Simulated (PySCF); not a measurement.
Ga(OMe)(PH2)2 (CH7GaOP2), SMILES [PH2][Ga]([PH2])[O]C.

Geometry optimised at B3LYP-D3(BJ)/def2-SVP. The values are those of a single conformer.

Computed with PySCF 2.14.0 with TDA-B3LYP/def2-SVPD.

Vertical excitations. The molecule is in vacuum.

Computed lowest excited states:
| state | energy (eV) | λ (nm) | f | main pairs |
|---|---|---|---|---|
| S1 | 4.76 | 260 | 0.044 | HOMO→LUMO 75 %, HOMO→LUMO+1 19 % |
| S2 | 5.36 | 231 | 0.198 | HOMO→LUMO+1 63 %, HOMO−2→LUMO 20 % |
| S3 | 5.45 | 227 | 0.049 | HOMO−1→LUMO 76 % |
| S4 | 5.51 | 225 | 0.075 | HOMO−2→LUMO 56 %, HOMO→LUMO+2 13 % |
| S5 | 5.64 | 220 | 0.050 | HOMO→LUMO+2 70 %, HOMO→LUMO+3 15 % |
| S6 | 5.76 | 215 | 0.004 | HOMO−1→LUMO+1 94 % |
| S7 | 6.08 | 204 | 0.117 | HOMO→LUMO+3 68 %, HOMO−4→LUMO 11 % |
| S8 | 6.21 | 200 | 0.099 | HOMO−2→LUMO+1 83 % |
| S9 | 6.29 | 197 | 0.005 | HOMO→LUMO+4 55 %, HOMO−1→LUMO+2 26 % |
| S10 | 6.41 | 193 | 0.022 | HOMO−3→LUMO 55 %, HOMO→LUMO+4 10 % |
| T1 | 4.02 | 308 | 0 | HOMO→LUMO 96 % |
| T2 | 4.72 | 263 | 0 | HOMO→LUMO+1 86 % |
| T3 | 4.76 | 260 | 0 | HOMO−1→LUMO 93 % |
| T4 | 5.03 | 246 | 0 | HOMO−2→LUMO 86 % |
Triplets are in the Tamm–Dancoff approximation.
